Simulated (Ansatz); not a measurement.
`C[O][AlH][SiH2]S`. The species carries charge 0 and has multiplicity 1.

```xyz
12

C     2.313    0.249    0.514
O     0.962    0.137    0.170
Al   -0.382   -0.666    0.810
Si   -2.341   -0.212   -0.573
S    -1.644    1.060   -2.162
H     2.570    1.299    0.690
H     2.562   -0.320    1.419
H     2.941   -0.119   -0.304
H    -0.209   -1.541    2.123
H    -2.952   -1.442   -1.153
H    -3.441    0.471    0.169
H    -0.379    1.084   -1.704
```

Task: List the harmonic frequencies (cm⁻¹, unscaled) at PBE0-D4/def2-TZVP in Ansatz. (An estimate is asked.)

Result: Computed: 22, 62, 95, 120, 135, 220, 222, 359, 383, 492, 513, 635, 666, 698, 728, 846, 952, 1175, 1188, 1220, 1483, 1493, 1501, 1914, 2190, 2192, 2687, 3009, 3076, 3089.

Task: Is this a minimum?

Result: Yes, all 30 modes are real.

Task: Give the ideal-gas thermochemistry at 298.15 K and 1 bar (rigid rotor, harmonic oscillator; point group Cs, symmetry number 1).

Result: Zero-point energy 199.6 kJ/mol; H(298) − E = 227.0 kJ/mol; entropy 412.2 J/(mol·K), of which translation 168.8, rotation 120.0, vibration 123.5; G(298) − E = 104.0 kJ/mol. Modes under 100 cm⁻¹ are hindered rotations or soft bends, so the harmonic entropy is rough.
